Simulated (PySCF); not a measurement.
## Correlation energy of Li⁻ (lithium, charge -1)

[He] 2s2, closed-shell 1S. All numbers are calculated (PySCF 2.14, the spin-free X2C one-electron Hamiltonian (Gaussian nucleus), in aug-cc-pVTZ-DK). Frozen: 1s2; 2 electrons correlated.

With two correlated electrons CCSD is exact within the correlated space (frozen core and kept virtual orbitals).

```json
{"level": "CCSD", "correlation energy (mhartree)": "-27.13"}
```

Diagnostics: T1 = 0.052, D1 = 0.0742, largest double amplitude 0.133.

Question: Is a single reference adequate?

Answer: Not fully. T1 exceeds 0.03, a sign that the reference determinant is poor.
